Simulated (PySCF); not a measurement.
# SMILES C=C[C@H]1O[SiH2]O[C@@H]1C, C₅H₁₀O₂Si

Geometry:
```
atom   x (Å)   y (Å)   z (Å)
  C1   2.623   0.322  -0.369
  C2   1.752  -0.352   0.356
  C3   0.358   0.105   0.673
  O4   0.115   1.426   0.283
 Si5  -0.735   1.503  -1.115
  O6  -1.053  -0.099  -1.229
  C7  -0.680  -0.791  -0.070
  C8  -1.900  -1.076   0.796
  H9   3.604  -0.066  -0.582
 H10   2.387   1.296  -0.763
 H11   1.991  -1.326   0.765
 H12   0.195   0.041   1.757
 H13   0.065   1.875  -2.269
 H14  -1.921   2.305  -0.861
 H15  -0.215  -1.732  -0.386
 H16  -2.656  -1.586   0.204
 H17  -1.626  -1.701   1.642
 H18  -2.316  -0.138   1.157
```

Computed with TDDFT wB97X-D/def2-SVPD circular dichroism and optical rotation, one conformer, gas phase in PySCF 2.14.0. Geometry: GFN2-xTB.

The molecule is flexible and this is one conformer; a measurement averages over conformers.

Draw the ECD and absorption spectra from the lowest 8 states, each a Gaussian of half-width 0.35 eV at 1/e height.


| E (eV) | λ (nm) | Δε (L mol⁻¹ cm⁻¹) | ε (L mol⁻¹ cm⁻¹) |
| --- | --- | --- | --- |
| 6.78 | 183 | +2.14 | 267 |
| 6.88 | 180 | +4.76 | 776 |
| 6.98 | 178 | +9.19 | 1940 |
| 7.08 | 175 | +15.45 | 4140 |
| 7.18 | 173 | +22.62 | 7570 |
| 7.28 | 170 | +28.87 | 11800 |
| 7.38 | 168 | +32.00 | 15800 |
| 7.48 | 166 | +30.54 | 18100 |
| 7.58 | 164 | +24.63 | 17900 |
| 7.68 | 161 | +15.96 | 15400 |
| 7.78 | 159 | +6.81 | 11900 |
| 7.88 | 157 | -0.99 | 8620 |
| 7.98 | 155 | -6.56 | 6230 |

Δε uses R in velocity form, ε uses f in length form. Only the states computed contribute, so the short-wavelength end is incomplete.
